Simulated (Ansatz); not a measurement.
Geometry optimisation, Ansatz, RKS PBE0-D4/def2-SVP.

The input (input.yaml):

```yaml
crystal:
  periodic: [false, false, false]
  atoms:
    - { symbol: F, position_ang: [1.4918, -0.346, 2.1182] }
    - { symbol: B, position_ang: [0.8229, 0.0342, 0.8441] }
    - { symbol: "N", position_ang: [-0.6623, 0.4095, 0.463] }
    - { symbol: C, position_ang: [-0.3383, -0.2568, -0.7635] }
    - { symbol: O, position_ang: [0.9034, -0.5965, -0.5318] }
    - { symbol: H, position_ang: [-0.6382, 1.4556, 0.3001] }
    - { symbol: H, position_ang: [-1.017, -1.1786, -0.8343] }
    - { symbol: H, position_ang: [-0.4702, 0.4214, -1.6515] }
basis:
  gaussian: { orbitals: def2-SVP }
hamiltonian:
  xc: pbe0
  dispersion: d4
relax:
  f_tol: 0.02
  max_steps: 50
```

Launched with:

```bash
$ ansatz run input.yaml --threads 2 --pin off --max-ram 3072MiB --backend cpu --events-out ev --progress --plain --runs-dir out
```

Task: Where does it end, and by what steps?

Result: The forces met the threshold. After 12 steps the energy has fallen by 2.122 eV; H6 moved furthest, 0.58 Å.

```json
{"step": "0", "energy less start (eV)": "0.0000", "largest force component (eV/Å)": "5.433", "accepted": "yes"}
{"step": "1", "energy less start (eV)": "-1.3972", "largest force component (eV/Å)": "3.204", "accepted": "yes"}
{"step": "2", "energy less start (eV)": "-1.9414", "largest force component (eV/Å)": "1.565", "accepted": "yes"}
{"step": "3", "energy less start (eV)": "-2.0051", "largest force component (eV/Å)": "0.628", "accepted": "yes"}
{"step": "4", "energy less start (eV)": "-2.0640", "largest force component (eV/Å)": "0.436", "accepted": "yes"}
{"step": "5", "energy less start (eV)": "-2.0851", "largest force component (eV/Å)": "0.440", "accepted": "yes"}
{"step": "6", "energy less start (eV)": "-2.1037", "largest force component (eV/Å)": "0.215", "accepted": "yes"}
{"step": "7", "energy less start (eV)": "-2.1108", "largest force component (eV/Å)": "0.504", "accepted": "yes"}
{"step": "8", "energy less start (eV)": "-2.1195", "largest force component (eV/Å)": "0.198", "accepted": "yes"}
{"step": "9", "energy less start (eV)": "-2.1207", "largest force component (eV/Å)": "0.117", "accepted": "yes"}
{"step": "10", "energy less start (eV)": "-2.1195", "largest force component (eV/Å)": "0.236", "accepted": "no"}
{"step": "11", "energy less start (eV)": "-2.1222", "largest force component (eV/Å)": "0.033", "accepted": "yes"}
{"step": "12", "energy less start (eV)": "-2.1223", "largest force component (eV/Å)": "0.004", "accepted": "yes"}
```

```xyz
8
Properties=species:S:1:pos:R:3
F 1.566 -0.074 1.842
B 0.766 -0.102 0.799
N -0.404 0.582 0.407
C -0.327 -0.234 -0.785
O 0.858 -0.898 -0.333
H -1.065 1.297 0.659
H -1.159 -0.948 -0.921
H -0.143 0.319 -1.723
```

Whether the end is a true minimum wasn't checked by a vibrational analysis.

The run took 36 s on 2 threads of Intel(R) Xeon(R) Platinum 8259CL CPU @ 2.50GHz (Skylake/Cascade Lake) (shared host), peak memory 0.19 GiB.
